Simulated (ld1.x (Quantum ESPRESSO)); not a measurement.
Which change was made? (Li, TM semilocal)

- Element: lithium
- Generator: ld1.x (Quantum ESPRESSO) 7.5
- Type: norm-conserving Troullier–Martins (semilocal form)
- Functional: BP86
- Relativity: scalar-relativistic
- Frozen core: none
- Valence charge: 3
- Reference configuration: 1s2 2s1 2p0
- Partial waves: 1s (bound): rc 0.40 bohr; 2p (bound, empty): rc 4.20 bohr
- Local potential: the p channel
- Core correction: none

Occupied shells without a wave of their own: 2s. They enter only through the test configuration that unscreens the potential.

Cutoffs, loose and tight: the cutoffs (Ry, on a coarse ladder) from which the occupation-weighted sum of valence levels, in a spherical-Bessel basis at the reference potential, stays within 10 and 1 mRy of its value at 400 Ry. They do not see the model core or the augmentation charge, which bear on the density cutoff. Test errors are all-electron minus pseudo excitation energies from the reference, over the configurations 1s2 2s0 2p0; 1s2 2s0.5 2p0; 1s2 2s0 2p1; 1s1 2s1 2p0; variants that change the core or the reference have their own tests.

The base gives: outcome: generated; cutoff, loose: over 300 Ry; cutoff, tight: over 300 Ry; bound ghosts: none; largest test error (meV): -8.5.

Q: After one change the result is: outcome: generated; cutoff, loose: over 300 Ry; cutoff, tight: over 300 Ry; bound ghosts: none; largest test error (meV): -17. Which change was it?
A. form changed from semilocal to separable (Kleinman–Bylander), still TM; local potential all-electron potential smoothed inside 4.15 bohr (lloc = -2)
B. wave 2p (bound): rc 4.20 bohr becomes 2p (bound): rc 6.28 bohr
C. core [He], valence charge 1; reference 2s0.5 2p0; waves now 2p (bound): rc 4.20 bohr; 2s (bound): rc 2.45 bohr; local potential the s channel

A: B. The others give: core [He], valence charge 1; reference 2s0.5 2p0; waves now 2p (bound): rc 4.20 bohr; 2s (bound): rc 2.45 bohr; local potential the s channel → outcome: generated; cutoff, loose: 6 Ry; cutoff, tight: 6 Ry; bound ghosts: none; largest test error (meV): +1.4 | form changed from semilocal to separable (Kleinman–Bylander), still TM; local potential all-electron potential smoothed inside 4.15 bohr (lloc = -2) → outcome: generated, misses its reference levels by 0.83 eV; cutoff, loose: over 300 Ry; cutoff, tight: over 300 Ry; bound ghosts: none; largest test error (meV): +1269. In the semilocal form every listed channel keeps its own potential, so the choice of the local channel does not act on these tests. It acts once the file is put into the separable form.
